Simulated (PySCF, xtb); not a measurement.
B(Me)(OH)(NH2) (CH₆BNO), SMILES B(O)(N)C.

GFN2-xTB in xtb at its own geometry gives an orbital gap of 7.05 eV and a dipole moment of 0.63 D.

Geometry optimised at PBE0-D3(BJ)/def2-SVP. Other conformers were not sampled.

Q: What does CAM-B3LYP/def2-TZVP run with PySCF give? (An estimate is asked for; the answer gives what the named calculation found.)

A: gap 10.46 eV (levels -9.03 and 1.44 eV), dipole 0.90 D.
